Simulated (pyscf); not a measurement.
F–GeH=Se, singlet

Gas-phase minimum from PySCF at ωB97X-D3(BJ)/def2-SVP, one conformer. 

```
Ge
F 1 1.7357
H 1 1.5284 2 102.29
Se 1 2.1184 3 133.79 2 179.80
```

Properties at ωB97X-D3(BJ)/def2-SVP:

```json
{
 "harmonic_wavenumbers_unscaled": "186, 428, 448, 728, 788, 2222 cm⁻¹",
 "zero_point_energy": "6.9 kcal/mol",
 "rotational_symmetry_number": "1",
 "Entropy of this conformer at 298 K and 1 atm, rigid rotor and harmonic oscillator, modes under 100 cm⁻¹ raised to 100": "300.0 J/(mol K)",
 "dipole_moment": "2.33 D"
}
```

Single-point totals, which compare only within one level (frozen core for MP2 and CC):

```tsv
level	total energy (hartree)
ωB97X-D3(BJ)/def2-TZVP	-4578.97602
PBE/def2-TZVP	-4578.32915
r²SCAN/def2-TZVP	-4579.03547
B3LYP-D3(BJ)/def2-TZVP	-4579.18186
PBE0-D3(BJ)/def2-TZVP	-4578.45582
M06-2X/def2-TZVP	-4579.09147
ωB97M-D3(BJ)/def2-TZVP	-4579.13849
HF/def2-TZVPP	-4575.32597
MP2/def2-TZVPP	-4576.08237
CCSD/def2-TZVPP	-4576.08352
CCSD(T)/def2-TZVPP	-4576.11307
```

The CCSD(T) − MP2 part came from Ansatz, without density fitting, on the same reference. The frozen core leaves the outer d or s,p core shells of the metals and heavy elements correlated in the MP2 and CC values, and def2-TZVPP describes them poorly, so these totals are far from the basis limit. Elements up to Kr have no core potential and no relativistic terms here.
